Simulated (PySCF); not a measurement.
**From a computed spectrum to the compound**

A species of 6 atoms with charge 0 has these harmonic modes (PBE, small Gaussian bases with core potentials, PySCF 2.14.0):

| cm⁻¹ | km/mol | symmetry |
| --- | --- | --- |
| 54 | 0.6 | a1 |
| 81 | 1.8 | b1 |
| 173 | 30.2 | a1 |
| 180 | 27.7 | b1 |
| 188 | 4.6 | b2 |
| 195 | 22.6 | b2 |
| 206 | 0.0 | a2 |
| 540 | 0.1 | a1 |
| 552 | 0.5 | a1 |
| 573 | 38.6 | b2 |
| 582 | 41.5 | b1 |
| 586 | 40.5 | a1 |

(1) Which species is it, and in which structure?

Results:

(1) BiF5 (singlet):
```xyz
6

Bi    0.0000    0.0000   -0.0075
F     0.0000    0.0000    2.0150
F     2.0335    0.0000   -0.0810
F     0.0000    1.8282   -0.8853
F    -2.0335    0.0000   -0.0810
F     0.0000   -1.8282   -0.8853
```
Ideal gas at 298.15 K and 1 bar: S = 385.6 J/(mol K), Cp = 111.6 J/(mol K), H − H(0 K) = 24.1 kJ/mol (rigid rotor, harmonic modes, spin degeneracy alone; the modes under 60 cm⁻¹ make these uncertain). 
 The answer isn't unique; the calculation gave this one.
